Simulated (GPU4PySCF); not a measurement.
GPU4PySCF input for BCzBN core (C₃₀H₁₇BN₂), SMILES c12c3c(B4c5cccc6c5n(-c5c4c(ccc5)-n3c3c2cccc3)c2ccccc26)ccc1, PBE-D3(BJ)/def2-SVP. Coordinates come from a PBE-D3(BJ)/def2-SVP optimisation.

```python
import numpy as np
import cupy as cp
from pyscf import gto, lo
from gpu4pyscf import dft
from gpu4pyscf.properties import polarizability, raman as raman_tools
from pyscf.hessian import thermo

mol = gto.M(
    atom='''
    C     0.81131779   -3.22235900    0.00000000
    C     0.61973290   -2.56842553   -1.21997416
    C     0.26932602   -1.20295974   -1.22599182
    C     0.16525629   -0.45988124    0.00000000
    C     0.26932602   -1.20295975    1.22599183
    C     0.61973291   -2.56842554    1.21997416
    N     0.07042197   -0.51757264    2.43590625
    C    -0.09408620   -1.02184400    3.75203673
    C    -0.30493679   -2.32757465    4.23040481
    C    -0.47002603   -2.51387719    5.61248353
    C    -0.44160092   -1.43218428    6.51408708
    C    -0.28130050   -0.12485523    6.03779466
    C    -0.12141247    0.08618799    4.65878827
    C    -0.02272203    1.29324171    3.86000848
    C    -0.01934211    2.66355944    4.15019732
    C     0.04900292    3.57823804    3.08223167
    C     0.10188824    3.13602643    1.74986743
    C     0.10582976    1.75932530    1.39977484
    C     0.05938780    0.87828469    2.50175051
    B     0.10699641    1.09130907   -0.00000000
    C     0.10582975    1.75932531   -1.39977484
    C     0.10188823    3.13602643   -1.74986744
    C     0.04900292    3.57823803   -3.08223168
    C    -0.01934211    2.66355944   -4.15019732
    C    -0.02272203    1.29324170   -3.86000848
    C    -0.12141246    0.08618799   -4.65878826
    C    -0.28130050   -0.12485523   -6.03779466
    C    -0.44160093   -1.43218428   -6.51408708
    C    -0.47002603   -2.51387719   -5.61248353
    C    -0.30493679   -2.32757465   -4.23040481
    C    -0.09408619   -1.02184401   -3.75203673
    N     0.07042197   -0.51757264   -2.43590625
    C     0.05938780    0.87828469   -2.50175052
    H     1.13422996   -4.27433398    0.00000000
    H     0.81656051   -3.10318981   -2.15298044
    H     0.81656051   -3.10318981    2.15298044
    H    -0.38359607   -3.19108450    3.56169003
    H    -0.63551367   -3.53357291    5.99147416
    H    -0.56800818   -1.61454917    7.59146270
    H    -0.29617208    0.73180174    6.72831169
    H    -0.07363716    3.01861571    5.19055488
    H     0.05025248    4.65797782    3.29378284
    H     0.13438862    3.89376686    0.95545227
    H     0.13438863    3.89376687   -0.95545226
    H     0.05025248    4.65797782   -3.29378284
    H    -0.07363716    3.01861571   -5.19055487
    H    -0.29617208    0.73180174   -6.72831168
    H    -0.56800818   -1.61454917   -7.59146270
    H    -0.63551368   -3.53357292   -5.99147415
    H    -0.38359607   -3.19108449   -3.56169002
    ''',
    basis='def2-SVP',
    charge=0,
    spin=0,
    max_memory=12000,
    verbose=3,
)
mf = dft.RKS(mol, xc='pbe').density_fit(auxbasis='def2-universal-jkfit')
mf.disp = 'd3bj'
mf.grids.atom_grid = (99, 590)
mf.conv_tol = 1e-11
mf.max_cycle = 100
mf.kernel()
# [left out here: the lines that compute and print the analytic Hessian (its translational invariance restored by hand, since the grid's response is missing), thermochemistry and intensities]
```

Program output:

```
converged SCF energy = -1285.47866342027

WARN: DFTD3 does not support analytical Hessian, using finite difference


WARN: Mole.unit (angstrom) is changed to Bohr

temperature 298.1500 [K]
pressure 101325.00 [Pa]
Rotational constants [GHz] 0.28601 0.08591 0.06676
Symmetry number 1
Zero-point energy (ZPE) 0.37958 [Eh]   996587.021 [J/mol]
                           tot       elec      trans        rot        vib
Entropy [J/mol/K]       647.990      0.000    183.967    152.822    311.201
Cv [J/mol/K]            398.842      0.000     12.472     12.472    373.899
Cp [J/mol/K]            407.156      0.000     20.786     12.472    373.899
Internal energy [J/mol]                      3718.434   3718.434 1046796.636
Internal energy [Eh]   -1285.07713  -1285.47866
Enthalpy [J/mol]                             6197.391   3718.434 1046796.636
Enthalpy [Eh]          -1285.07618
Gibbs free energy [J/mol]                  -48652.475 -41845.407 954012.012
Gibbs free energy [Eh] -1285.14977
mode   freq/cm-1   IR/(km/mol)
   1       10.79         0.001
   2       30.82         0.129
   3       82.01         0.477
   4       83.22         0.361
   5      101.77         0.076
   6      110.98         2.351
   7      127.92         0.275
   8      152.89         0.333
   9      157.32         0.014
  10      192.81         0.022
  11      200.31         0.325
  12      238.11         0.816
  13      250.55         0.073
  14      265.27         0.575
  15      287.38         0.741
  16      287.99         1.185
  17      293.88         0.008
  18      325.68         6.248
  19      348.59         0.105
  20      367.86         4.134
  21      399.36         0.130
  22      427.37         7.824
  23      427.45         0.045
  24      444.39         0.386
  25      448.97         0.673
  26      457.43         2.316
  27      459.86        10.211
  28      495.61         0.152
  29      503.89         2.581
  30      523.33         3.261
  31      548.66         3.546
  32      559.49         0.008
  33      570.68         0.066
  34      579.51         0.168
  35      587.43         6.448
  36      602.55        11.548
  37      613.60         0.069
  38      628.28        19.811
  39      631.89         0.248
  40      639.90         2.478
  41      642.55         2.214
  42      655.72        30.480
  43      666.17         2.918
  44      716.41         5.843
  45      720.51         0.287
  46      732.11         0.705
  47      733.20        65.393
  48      738.88         4.767
  49      742.73         0.461
  50      756.30        61.126
  51      763.11        12.542
  52      764.43         0.034
  53      779.10         1.067
  54      803.91         3.678
  55      805.95        18.442
  56      819.48         0.486
  57      833.95         1.487
  58      848.77         0.267
  59      854.45         0.045
  60      864.21         1.611
  61      887.02         8.207
  62      894.78         0.000
  63      908.98         0.634
  64      911.75         0.141
  65      912.25         1.924
  66      921.53         0.185
  67      925.58         0.885
  68      926.09         0.121
  69      948.71         9.565
  70      958.69         0.540
  71      961.03         0.082
  72      966.46         0.079
  73      966.78         0.042
  74      967.42         0.357
  75     1019.64         0.218
  76     1026.34         3.727
  77     1033.23        17.852
  78     1048.43         0.014
  79     1049.24         2.081
  80     1070.80        10.134
  81     1088.08         3.628
  82     1106.21         5.348
  83     1114.39        71.017
  84     1119.25         0.605
  85     1135.66         6.548
  86     1139.11         2.022
  87     1147.37         0.296
  88     1162.04         1.091
  89     1172.34        30.998
  90     1178.32        21.268
  91     1187.74         4.132
  92     1190.44         8.598
  93     1232.06       203.827
  94     1241.23        41.086
  95     1250.34         3.036
  96     1264.22       144.574
  97     1279.15         0.477
  98     1291.09        24.555
  99     1305.15         1.249
 100     1320.76        43.911
 101     1330.59         0.073
 102     1361.18         0.755
 103     1367.16         0.061
 104     1390.30        15.354
 105     1398.03         7.449
 106     1401.68        10.200
 107     1411.58       249.752
 108     1412.89         3.157
 109     1418.76        48.062
 110     1435.94        64.551
 111     1441.65       440.562
 112     1452.19        16.266
 113     1463.76        98.113
 114     1469.24       160.953
 115     1477.69        22.030
 116     1489.41       385.492
 117     1495.91        11.223
 118     1577.88        14.967
 119     1590.20        16.628
 120     1591.00        36.010
 121     1596.10        12.208
 122     1600.88       266.632
 123     1611.26        13.691
 124     1611.75        21.725
 125     1612.26       105.362
 126     1632.72         1.959
 127     1634.82         0.812
 128     3114.21         0.983
 129     3114.52         2.888
 130     3115.88         0.385
 131     3115.91         0.032
 132     3124.00         1.453
 133     3124.34         0.103
 134     3124.49        16.838
 135     3127.94        13.921
 136     3129.24        16.861
 137     3137.63        40.167
 138     3137.69         2.706
 139     3143.40         0.124
 140     3151.08        21.389
 141     3173.49         0.409
 142     3173.85         2.085
 143     3196.73         0.002
 144     3197.62         1.544
max |gradient| / (hartree/bohr): 4.3329670788812115e-05
APT charges: [ 0.334  -0.3521  0.6234 -0.4554  0.6233 -0.3521 -0.8355  0.4563 -0.1345
  0.014  -0.1131  0.0139 -0.0046 -0.0488  0.0863 -0.265   0.0985 -0.4034
  0.1548  0.8822 -0.4034  0.0985 -0.265   0.0865 -0.0489 -0.0048  0.0139
 -0.1131  0.0139 -0.1344  0.4564 -0.8355  0.155   0.0307  0.0682  0.0682
  0.0697  0.0266  0.0216  0.0352  0.032   0.0157  0.0449  0.0447  0.0156
  0.0319  0.0352  0.0216  0.0266  0.0697]
```

The run converged.
